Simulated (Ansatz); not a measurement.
Basis-set extrapolation for C2H6O3SSi (`C=CS[Si](O)(O)O`) (PBE0-D4/def2-TZVP geometry, frozen core, Ansatz 0.2.0). Multiplicity 1, RHF reference.

|  | def2-TZVPP | def2-QZVPP |
| --- | --- | --- |
| HF | -990.618074 | -990.653228 |
| MP2 correlation | -1.330225 | -1.436355 |
| CCSD(T) correlation | -1.424295 | not run |

Energies in hartree. Use E(X) = E(∞) + A·exp(−7.88·√X) for Hartree–Fock and E(X) = E(∞) + B·X^(−2.97) for correlation, with X = 3 and 4, and add CCSD(T) minus MP2 of the smaller set to the MP2 limit.

**Question.** What is the CCSD(T) energy at the basis-set limit?

**Answer.** HF limit: -990.653228 + (-0.035154) × 0.13774 = -990.65807. MP2 limit: -1.436355 + (-0.106130) × 0.74074 = -1.51497. Higher-order term: -1.424295 − (-1.330225) = -0.09407. Total: -992.26711 hartree, 590.1 kJ/mol below CCSD(T)/def2-TZVPP.
